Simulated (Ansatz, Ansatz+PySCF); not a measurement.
```yaml
atoms:
  - { symbol: C, position_ang: [1.4000, 0.0000, 0.0000] }
  - { symbol: C, position_ang: [0.7000, 1.2124, 0.0000] }
  - { symbol: C, position_ang: [-0.7000, 1.2124, 0.0000] }
  - { symbol: C, position_ang: [-1.4000, 0.0000, 0.0000] }
  - { symbol: C, position_ang: [-0.7000, -1.2124, 0.0000] }
  - { symbol: C, position_ang: [0.7000, -1.2124, 0.0000] }
  - { symbol: C, position_ang: [2.8100, 0.0000, 0.0000] }
  - { symbol: H, position_ang: [3.3600, 0.9300, 0.0000] }
  - { symbol: H, position_ang: [3.3600, -0.9300, 0.0000] }
  - { symbol: O, position_ang: [1.3250, 2.2950, 0.0000] }
  - { symbol: H, position_ang: [-1.2425, 2.1521, 0.0000] }
  - { symbol: H, position_ang: [-2.4850, 0.0000, 0.0000] }
  - { symbol: H, position_ang: [-1.2425, -2.1521, 0.0000] }
  - { symbol: H, position_ang: [1.2425, -2.1521, 0.0000] }
```

Basis set: def2-SVP (spherical functions). Charge 0, multiplicity 3.

Computed with Ansatz (development build ahead of 0.2.0); each method stands on the lowest determinant of its kind that the runs found. Restricted functionals stand beside restricted open-shell atoms, which can lie above the unrestricted atoms usual in DFT and then raise those values.

The atomization energy at this shape (free ground-state atoms in the same class of orbitals less the molecule, no zero-point energy) of triplet C₇H₆O:

| method | atomization energy |
| --- | --- |
| PBE0 (unrestricted) | 1616.35 kcal/mol |
| PBE0 (restricted open-shell) | 1622.00 kcal/mol |
| UHF | 1175.14 kcal/mol |
| ROHF | 1182.61 kcal/mol |

Question: What does ωB97X (unrestricted) give?

Answer: 1586.55 kcal/mol. Caution: another spin multiplicity may lie lower. Caution for UHF: the unrestricted determinant is spin contaminated.

The shape needn't be a minimum at these levels.
